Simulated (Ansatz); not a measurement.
Start from `[CH3][InH][CH2]F` and change one atom or group to get `[CH3][InH][CH3]`.

Ansatz, PBE0-D4/def2-TZVP geometries, multiplicity 1. Each molecule was computed in one conformer, which needn't be the lowest.

Elements past krypton have def2 core potentials.

| property | `[CH3][InH][CH2]F` |
| --- | --- |
| LUMO energy (B3LYP/def2-TZVPP) / eV | -1.73 |
| HOMO–LUMO gap (B3LYP/def2-TZVPP) / eV | 5.15 |
| HOMO–LUMO gap (PBE0/def2-TZVPP) / eV | 5.65 |
| size of the dipole moment (ωB97M-V/def2-TZVPP) / D | 1.27 |
| LUMO energy (PBE0/def2-TZVPP) / eV | -1.42 |
| LUMO energy (ωB97M-V/def2-TZVPP) / eV | -0.02 |

Task: What does the change do to each property? (Estimate.)

Result: Ansatz gave: 
```tsv
property	`[CH3][InH][CH3]`	shift
LUMO energy (B3LYP/def2-TZVPP) / eV	-1.50	0.23
HOMO–LUMO gap (B3LYP/def2-TZVPP) / eV	5.46	0.31
HOMO–LUMO gap (PBE0/def2-TZVPP) / eV	5.98	0.33
size of the dipole moment (ωB97M-V/def2-TZVPP) / D	0.54	-0.73
LUMO energy (PBE0/def2-TZVPP) / eV	-1.21	0.21
LUMO energy (ωB97M-V/def2-TZVPP) / eV	0.16	0.18
```

With PBE0 the HOMO falls by 0.11 eV and the LUMO rises by 0.21 eV, so the gap widens by about 0.32 eV. PBE moves the HOMO by -0.24 eV and ωB97M-V by -0.08 eV. Dipoles are sizes alone; their direction can turn.

B3LYP here is the variant with VWN-RPA as its local correlation; programs differ in this.
